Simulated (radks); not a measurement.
The tungsten ion W2+ inside a hard spherical wall (all orbitals vanish at R), configuration held at [Xe] 4f14 5d4 and not refilled when levels cross. Calculated with a radial shooting solver on a logarithmic mesh with Libxc functionals: scalar-relativistic Kohn-Sham, PBEsol, spin-polarised, spherical densities, point nucleus; open shells are filled with parallel spins first (spin-orbit coupling, left out, can overturn this in heavy ions). Eigenvalues in eV for spin up, with the zero of energy where the potential of the charges vanishes at infinity; a dash marks a level that is unbound or too diffuse for the functional's potential to be trusted. A positive occupied level is held by the wall or, in an anion where self-interaction has pushed it up, behind a barrier. The pressure on the wall is -dE/dV.

| R (bohr) | E (hartree) | kinetic (hartree) | e(5s) | e(5p) | e(4f) | e(5d) | e(6s, empty) | e(6p, empty) | pressure (GPa) |
|---|---|---|---|---|---|---|---|---|---|
| free | -16136.9695 | 17782.678 | -95.726 | -60.120 | -49.248 | -20.984 | -20.063 | -13.390 | 0 |
| 20 | -16136.9695 | 17782.678 | -95.726 | -60.120 | -49.248 | -20.984 | -20.063 | -13.390 | < 0.0001 |
| 15 | -16136.9695 | 17782.678 | -95.726 | -60.120 | -49.248 | -20.984 | -20.063 | -13.390 | < 0.0001 |
| 8 | -16136.9694 | 17782.679 | -95.723 | -60.117 | -49.245 | -20.982 | -20.058 | -13.342 | 0.00286 |
| 6 | -16136.9672 | 17782.701 | -95.621 | -60.021 | -49.138 | -20.891 | -19.876 | -12.685 | 0.285 |
| 4 | -16136.8694 | 17783.309 | -93.742 | -58.278 | -47.102 | -18.918 | -15.558 | -4.762 | 27.4 |
| 3 | -16136.2643 | 17786.350 | -88.561 | -53.322 | -41.124 | -11.893 | 1.332 | 19.416 | 384 |
| 2.5 | -16134.8252 | 17793.224 | -81.356 | -45.692 | -32.445 | -0.520 | 29.626 | 55.444 | 1900 |
| 2 | -16129.2748 | 17817.626 | -62.720 | -23.982 | -11.130 | 30.204 | 105.54 | 144.42 | 12400 |
| 1.5 | -16102.5272 | 17919.564 | 3.513 | 55.307 | 48.662 | 132.04 | 343.53 | 405.53 | 117000 |
